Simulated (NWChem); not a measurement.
System: CH$_{3}$BO anion, doublet; SMILES of the neutral closed-shell parent B.[O+]#[C-]

The following NWChem deck was run.

```
start job
memory heap 200 mb stack 900 mb global 1100 mb
charge -1
geometry units angstroms noautoz
  B      0.022916    -1.363493    -0.021908
  H     -0.361059    -1.849928    -1.090829
  H      1.132179    -1.837601     0.245062
  H     -0.793570    -1.559765     0.892714
  O     -0.229327     1.220485     0.236966
  C      0.224744     0.225469    -0.261983
end
basis spherical
  * library def2-svpd
end
dft
  odft
  mult 2
  xc becke97-d
  disp vdw 2
  iterations 150
  mulliken
end
task dft energy
```

Parts of the log:

```
             Northwest Computational Chemistry Package (NWChem) 7.3.0
             --------------------------------------------------------

 CS  symmetry detected

                             Geometry "geometry" -> ""
                             -------------------------

 Output coordinates in angstroms (scale by  1.889725989 to convert to a.u.)

  No.       Tag          Charge          X              Y              Z
 ---- ---------------- ---------- -------------- -------------- --------------
    1 B                    5.0000    -0.11126589    -1.31676946     0.00000000
    2 H                    1.0000     0.36583443    -1.86021031    -1.00181283
    3 H                    1.0000     0.36583443    -1.86021031     1.00181283
    4 H                    1.0000    -1.35216921    -1.35994717     0.00000000
    5 O                    8.0000    -0.15011356     1.29207616     0.00000000
    6 C                    6.0000     0.39628971     0.22126764     0.00000000

 Effective nuclear repulsion energy (a.u.)      54.3163656530

      Symmetry information
      --------------------

 Group name             Cs
 Group number              2
 Group order               2
 No. of unique centers     5

                                 NWChem DFT Module
                                 -----------------

 Summary of "ao basis" -> "ao basis" (spherical)
 ------------------------------------------------------------------------------
       Tag                 Description            Shells   Functions and Types
 ---------------- ------------------------------  ------  ---------------------
 B                         def2-svpd                 8       20   4s2p2d
 H                         def2-svpd                 4        8   2s2p
 O                         def2-svpd                 9       23   4s3p2d
 C                         def2-svpd                 8       20   4s2p2d

      Symmetry analysis of basis
      --------------------------

        a'         58
        a"         29

            General Information
            -------------------
          SCF calculation type: DFT
          Wavefunction type:  spin polarized.
          No. of atoms     :     6
          No. of electrons :    23
           Alpha electrons :    12
            Beta electrons :    11
          Charge           :    -1
          Spin multiplicity:     2
          Use of symmetry is: on ; symmetry adaption is: on
          Maximum number of iterations: 150
          AO basis - number of functions:    87
                     number of shells:    37
          Convergence on energy requested:  1.00D-06
          Convergence on density requested:  1.00D-05
          Convergence on gradient requested:  5.00D-04

              XC Information
              --------------
                   Becke 97-D Method XC Functional
                  Becke 1997-D Exchange Functional  1.000
                Becke 1997-D Correlation Potential  1.000

             Grid Information
             ----------------
          Grid used for XC integration:  medium
          Radial quadrature: Mura-Knowles
          Angular quadrature: Lebedev.
          Tag              B.-S. Rad. Rad. Pts. Rad. Cut. Ang. Pts.
          ---              ---------- --------- --------- ---------
          B                   0.85       49          11.0       434
          H                   0.35       45          11.0       434
          O                   0.60       49          11.0       434
          C                   0.70       49          10.0       434
          Grid pruning is: on
          Number of quadrature shells:   237
          Spatial weights used:  Erf1

      Superposition of Atomic Density Guess
      -------------------------------------

 Sum of atomic energies:        -138.32132436

 Renormalizing density from      22.00 to     23

      Non-variational initial energy
      ------------------------------

 Total energy =    -143.295524
 1-e energy   =    -307.834368
 2-e energy   =     110.222479
 HOMO         =       0.202864
 LUMO         =       0.271683

   Symmetry analysis of molecular orbitals - initial alpha
   -------------------------------------------------------

  Numbering of irreducible representations:

     1 a'          2 a"

  Orbital symmetries:

     1 a'          2 a'          3 a'          4 a'          5 a'
     6 a'          7 a'          8 a"          9 a'         10 a"
    11 a'         12 a'         13 a'         14 a'         15 a'
    16 a"         17 a"         18 a'         19 a'         20 a"
    21 a'         22 a"

   Symmetry analysis of molecular orbitals - initial beta
   ------------------------------------------------------

  Numbering of irreducible representations:

     1 a'          2 a"

  Orbital symmetries:

     1 a'          2 a'          3 a'          4 a'          5 a'
     6 a'          7 a'          8 a"          9 a'         10 a"
    11 a'         12 a'         13 a'         14 a'         15 a'
    16 a"         17 a"         18 a'         19 a'         20 a"
    21 a'         22 a"

     ---------------------------------------------
      Total Density - Mulliken Population Analysis
     ---------------------------------------------

    Atom       Charge   Shell Charges
 -----------   ------   -------------------------------------------------------
    1 B    5     6.63   1.99  0.85 -0.95  2.49  1.36  0.82  0.04  0.04
    2 H    1     1.07   0.75  0.46  0.01 -0.15
    3 H    1     1.07   0.75  0.46  0.01 -0.15
    4 H    1     1.03   0.73  0.45  0.01 -0.16
    5 O    8     8.41   1.99  1.03  0.80 -0.05  2.43  1.92  0.25  0.01  0.04
    6 C    6     4.79   1.99  0.90  0.52 -0.15  1.12  0.38  0.05 -0.01

     --------------------------------------------
      Spin Density - Mulliken Population Analysis
     --------------------------------------------

    Atom       Charge   Shell Charges
 -----------   ------   -------------------------------------------------------
    1 B    5     0.75   0.00  0.03 -1.71  2.55  0.00 -0.13  0.00  0.01
    2 H    1     0.17   0.00  0.34  0.00 -0.17
    3 H    1     0.17   0.00  0.34  0.00 -0.17
    4 H    1     0.15  -0.00  0.33  0.00 -0.18
    5 O    8    -0.07   0.00  0.00 -0.00 -0.08  0.01  0.00 -0.02  0.00  0.01
    6 C    6    -0.17   0.00 -0.00  0.12 -0.30  0.01 -0.02  0.00  0.01

   convergence    iter        energy       DeltaE   RMS-Dens  Diis-err
 ---------------- ----- ----------------- --------- --------- ---------
 d= 0,ls=0.0,diis     1   -139.3898441126 -1.94D+02  1.54D+00  5.30D-01
                                                     2.22D-02  4.94D-01
 d= 0,ls=0.0,diis     2   -136.5566997672  2.83D+00  3.81D-02  4.23D+00
                                                     1.76D-02  4.06D+00
 d= 0,ls=0.0,diis     3   -139.6760114282 -3.12D+00  5.32D-02  1.62D-01
                                                     6.43D-03  1.58D-01
 d= 0,ls=0.0,diis     4   -139.7529002965 -7.69D-02  2.24D-02  8.79D-02
                                                     2.25D-03  9.04D-02
 d= 0,ls=0.0,diis     5   -139.7784852556 -2.56D-02  2.52D-03  2.49D-02
                                                     1.19D-03  2.63D-02
  Resetting Diis
 d= 0,ls=0.0,diis     6   -139.7901572254 -1.17D-02  4.50D-03  5.62D-04
                                                     5.77D-04  5.98D-04
 d= 0,ls=0.0,diis     7   -139.7905833275 -4.26D-04  4.80D-04  3.61D-05
                                                     2.81D-04  5.49D-05
 d= 0,ls=0.0,diis     8   -139.7904894830  9.38D-05  7.05D-04  2.97D-04
                                                     1.02D-04  2.78D-04
 d= 0,ls=0.0,diis     9   -139.7906114790 -1.22D-04  6.63D-04  7.63D-06
                                                     3.25D-05  7.57D-06
 d= 0,ls=0.0,diis    10   -139.7906149516 -3.47D-06  3.17D-04  6.59D-07
                                                     2.43D-05  5.49D-07
 d= 0,ls=0.0,diis    11   -139.7906152667 -3.15D-07  1.90D-04  2.44D-07
                                                     8.24D-06  1.71D-07
 d= 0,ls=0.0,diis    12   -139.7906154499 -1.83D-07  3.50D-05  1.40D-08
                                                     2.82D-06  1.33D-08
 d= 0,ls=0.0,diis    13   -139.7906154617 -1.18D-08  2.66D-05  3.53D-09
                                                     1.67D-06  2.74D-09
 d= 0,ls=0.0,diis    14   -139.7906154647 -3.01D-09  9.36D-06  5.48D-10
                                                     7.68D-07  3.66D-10

         Total DFT energy =     -139.790615464708
      One electron energy =     -301.599983864446
           Coulomb energy =      126.679863097772
    Exchange-Corr. energy =      -19.183193857182
 Nuclear repulsion energy =       54.316365652993

    Dispersion correction =       -0.003666493845

 Numeric. integr. density =       23.000001289983

                  Occupations of the irreducible representations
                  ----------------------------------------------

                     irrep           alpha         beta
                     --------     --------     --------
                     a'               10.0          9.0
                     a"                2.0          2.0

                    DFT Final Alpha Molecular Orbital Analysis
                    ------------------------------------------

 Vector   10  Occ=1.000000D+00  E=-6.760836D-02  Symmetry=a"
              MO Center=  1.6D-01, -1.4D+00, -8.3D-15, r^2= 2.4D+00
   Bfn.  Coefficient  Atom+Function         Bfn.  Coefficient  Atom+Function
  ----- ------------  ---------------      ----- ------------  ---------------
     7      0.370747  1 B  pz                21      0.314147  2 H  s
    29     -0.314147  3 H  s                 10     -0.268999  1 B  pz
    51      0.197412  5 O  pz                54      0.129819  5 O  pz
    28     -0.077457  2 H  pz                36     -0.077457  3 H  pz
    27     -0.036978  2 H  py                35      0.036978  3 H  py

 Vector   11  Occ=1.000000D+00  E=-6.201020D-02  Symmetry=a'
              MO Center= -4.0D-01, -1.2D+00,  1.5D-14, r^2= 2.4D+00
   Bfn.  Coefficient  Atom+Function         Bfn.  Coefficient  Atom+Function
  ----- ------------  ---------------      ----- ------------  ---------------
    37      0.343725  4 H  s                  5      0.330492  1 B  px
     8     -0.277327  1 B  px                21     -0.204085  2 H  s
    29     -0.204085  3 H  s                  6     -0.171778  1 B  py
    50      0.152246  5 O  py                49      0.132289  5 O  px
    42     -0.095845  4 H  px                52      0.093789  5 O  px

 Vector   12  Occ=1.000000D+00  E= 8.214455D-02  Symmetry=a'
              MO Center=  3.0D-01,  2.6D-01,  3.4D-15, r^2= 2.6D+00
   Bfn.  Coefficient  Atom+Function         Bfn.  Coefficient  Atom+Function
  ----- ------------  ---------------      ----- ------------  ---------------
     3      1.865408  1 B  s                 71     -0.820841  6 C  s
     4     -0.615973  1 B  s                 48      0.498990  5 O  s
    72     -0.451871  6 C  px                22     -0.444141  2 H  s
    30     -0.444141  3 H  s                 49      0.369478  5 O  px
    70     -0.370912  6 C  s                 52      0.280159  5 O  px

 Vector   13  Occ=0.000000D+00  E= 1.422214D-01  Symmetry=a"
              MO Center=  2.8D-01,  1.6D-01, -1.1D-14, r^2= 2.4D+00
   Bfn.  Coefficient  Atom+Function         Bfn.  Coefficient  Atom+Function
  ----- ------------  ---------------      ----- ------------  ---------------
    74      0.549952  6 C  pz                77      0.411040  6 C  pz
    51     -0.382246  5 O  pz                54     -0.309284  5 O  pz
    17      0.200692  1 B  d -1              21      0.136893  2 H  s
    29     -0.136893  3 H  s                 57     -0.133723  5 O  pz
    22      0.074779  2 H  s                 30     -0.074779  3 H  s

 Vector   14  Occ=0.000000D+00  E= 1.613409D-01  Symmetry=a'
              MO Center= -1.3D-01, -2.0D+00,  1.4D-14, r^2= 1.2D+01
   Bfn.  Coefficient  Atom+Function         Bfn.  Coefficient  Atom+Function
  ----- ------------  ---------------      ----- ------------  ---------------
     3      9.216288  1 B  s                  4     -4.885477  1 B  s
    22     -2.054945  2 H  s                 30     -2.054945  3 H  s
    38     -2.026547  4 H  s                 71      1.236526  6 C  s
    70     -1.118706  6 C  s                  9     -1.079864  1 B  py
    42     -0.707868  4 H  px                28     -0.568866  2 H  pz

 Vector   15  Occ=0.000000D+00  E= 2.054962D-01  Symmetry=a'
              MO Center= -3.7D-01,  1.2D+00,  1.6D-13, r^2= 1.1D+01
   Bfn.  Coefficient  Atom+Function         Bfn.  Coefficient  Atom+Function
  ----- ------------  ---------------      ----- ------------  ---------------
    71      9.130365  6 C  s                 48     -5.655939  5 O  s
    56      2.500190  5 O  py                 8     -2.176915  1 B  px
     4     -1.835115  1 B  s                 38     -1.227800  4 H  s
    55     -1.071797  5 O  px                 9     -0.813252  1 B  py
     3     -0.793060  1 B  s                 70      0.772961  6 C  s

                     DFT Final Beta Molecular Orbital Analysis
                     -----------------------------------------

 Vector    9  Occ=1.000000D+00  E=-1.136457D-01  Symmetry=a'
              MO Center= -9.9D-02, -7.4D-01, -4.7D-15, r^2= 2.5D+00
   Bfn.  Coefficient  Atom+Function         Bfn.  Coefficient  Atom+Function
  ----- ------------  ---------------      ----- ------------  ---------------
     3      0.379859  1 B  s                 73      0.295409  6 C  py
    69     -0.252945  6 C  s                  6      0.243203  1 B  py
    37      0.237765  4 H  s                 50     -0.229259  5 O  py
     5      0.183992  1 B  px                71     -0.175251  6 C  s
    70     -0.159451  6 C  s                 72     -0.138378  6 C  px

 Vector   10  Occ=1.000000D+00  E=-6.551238D-02  Symmetry=a"
              MO Center=  1.6D-01, -1.4D+00,  1.9D-14, r^2= 2.4D+00
   Bfn.  Coefficient  Atom+Function         Bfn.  Coefficient  Atom+Function
  ----- ------------  ---------------      ----- ------------  ---------------
     7      0.363641  1 B  pz                21      0.316704  2 H  s
    29     -0.316704  3 H  s                 10     -0.290770  1 B  pz
    51      0.195886  5 O  pz                54      0.127999  5 O  pz
    28     -0.078647  2 H  pz                36     -0.078647  3 H  pz
    27     -0.038998  2 H  py                35      0.038998  3 H  py

 Vector   11  Occ=1.000000D+00  E=-5.589887D-02  Symmetry=a'
              MO Center= -3.7D-01, -1.1D+00, -1.5D-14, r^2= 2.6D+00
   Bfn.  Coefficient  Atom+Function         Bfn.  Coefficient  Atom+Function
  ----- ------------  ---------------      ----- ------------  ---------------
    37      0.335118  4 H  s                  5      0.313813  1 B  px
     8     -0.311696  1 B  px                21     -0.201764  2 H  s
    29     -0.201764  3 H  s                 50      0.174776  5 O  py
     6     -0.170401  1 B  py                49      0.155930  5 O  px
    52      0.115973  5 O  px                42     -0.108743  4 H  px

 Vector   12  Occ=0.000000D+00  E= 1.216174D-01  Symmetry=a'
              MO Center=  5.2D-01,  1.4D-01,  1.2D-17, r^2= 4.2D+00
   Bfn.  Coefficient  Atom+Function         Bfn.  Coefficient  Atom+Function
  ----- ------------  ---------------      ----- ------------  ---------------
     3      2.893351  1 B  s                 71     -1.965692  6 C  s
    48      1.031980  5 O  s                  4     -0.985571  1 B  s
    22     -0.590798  2 H  s                 30     -0.590798  3 H  s
    72     -0.353574  6 C  px                 8      0.348586  1 B  px
    49      0.302657  5 O  px                56     -0.270121  5 O  py

[...]
```

Level: B97-D/def2-SVPD, spin-unrestricted. Structure relaxed at the B3LYP/def2-SVPD, spin-unrestricted level. The spin multiplicity was typed, not searched, and may not be the lowest. No stability test was run on the SCF state. The highest occupied level is positive, so the extra electron may be held by the finite basis.
